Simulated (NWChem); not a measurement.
# InHClF; SMILES [F][InH][Cl]

All runs: NWChem. Structure relaxed at the PBE-D3(BJ)/def2-SVP level. def2 effective core potentials on In; no spin-orbit coupling. Ions are spin-unrestricted doublets at the neutral geometry; other ion states weren't tried.

Question: Predict the results for LRC-wPBEh/def2-SVP. Quantities: vertical ionisation energy, ΔSCF (eV); −ε(HOMO) (eV).

Answer: The vertical ionisation energy, ΔSCF (eV) comes out as 11.53 and the −ε(HOMO) (eV) is 10.71.
